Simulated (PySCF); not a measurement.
Vertical excitations of a molecule C3H7BO2 from TDDFT-PBE/def2-SVPD (PySCF 2.14.0), as energy in eV (oscillator strength): 5.48 (0.008), 5.68 (0.016), 6.56 (0.069), 6.59 (0.208), 6.76 (0.008), 6.88 (0.005), 6.95 (0.007), 7.13 (0.040), 7.18 (0.000), 7.31 (0.020). Lowest triplet (TDA): 4.17 eV. The structure is a stationary point at PBE0-D3(BJ)/def2-SVP. One conformer was computed; it need not be the lowest.

Question: Which molecule gave these data?
(A) CB1COCO1
(B) C=CB(O)OC
(C) OB1CCOC1
(D) OB1CCCO1

Answer: B, C=CB(O)OC
